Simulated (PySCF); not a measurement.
Al(Cl)2(Me) (CH3AlCl2), SMILES [Cl][Al]([CH3])[Cl].

Geometry optimised at B3LYP-D3(BJ)/def2-SVP.

Method: IEF-PCM-ωB97X/def2-SVP (PySCF).

The values are the electrostatic part of the solvation free energy, E(continuum) − E(gas) at the gas-phase geometry, in a cavity of scaled van der Waals radii (PySCF's table); cavitation and dispersion terms are not included. A continuum can't describe solvent molecules that bind to the metal. In vacuum the orbital gap is 12.38 eV. The dipole moment in vacuum is 2.16 D.

```
solvent              ε  ΔG(elec) (kcal/mol)  dipole (D)  gap (eV)
---------------  -----  -------------------  ----------  --------
water            78.36                 -6.0        2.63     12.70
tetrahydrofuran   7.43                 -4.8        2.55     12.64
diethylether      4.24                 -4.0        2.49     12.59
```
